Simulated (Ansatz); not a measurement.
Start from `N[SiH](O)S` and change one element to get `[NH2][GeH]([OH])[SH]`.

Ansatz, PBE0-D4/def2-TZVP geometries, multiplicity 1. Each molecule was computed in one conformer, which needn't be the lowest.

Scalar relativity is left out up to krypton.

```json
{"property": "zero-point energy (PBE0-D4/def2-TZVP) / kJ/mol", "`N[SiH](O)S`": "155.0"}
{"property": "HOMO energy (PBE/def2-TZVPP) / eV", "`N[SiH](O)S`": "-6.12"}
{"property": "HOMO energy (B3LYP/def2-TZVPP) / eV", "`N[SiH](O)S`": "-7.13"}
{"property": "ideal-gas entropy at 298 K and 1 bar (rigid rotor, harmonic PBE0-D4/def2-TZVP) / J/(mol·K)", "`N[SiH](O)S`": "336"}
{"property": "size of the dipole moment (PBE/def2-TZVPP) / D", "`N[SiH](O)S`": "1.07"}
{"property": "HOMO–LUMO gap (B3LYP/def2-TZVPP) / eV", "`N[SiH](O)S`": "7.29"}
```

Q: Give the same properties after the change, and the shifts. (Estimate.)

A: The calculation gave: 
```
                                                                                  property  `[NH2][GeH]([OH])[SH]`  shift
                                            zero-point energy (PBE0-D4/def2-TZVP) / kJ/mol                   149.8   -5.2
                                                         HOMO energy (PBE/def2-TZVPP) / eV                   -6.10   0.02
                                                       HOMO energy (B3LYP/def2-TZVPP) / eV                   -7.18  -0.05
ideal-gas entropy at 298 K and 1 bar (rigid rotor, harmonic PBE0-D4/def2-TZVP) / J/(mol·K)                     358     22
                                            size of the dipole moment (PBE/def2-TZVPP) / D                    1.02  -0.05
                                                     HOMO–LUMO gap (B3LYP/def2-TZVPP) / eV                    7.13  -0.16
```

Dipoles are sizes alone; their direction can turn.

B3LYP here is the variant with VWN-RPA as its local correlation; programs differ in this.
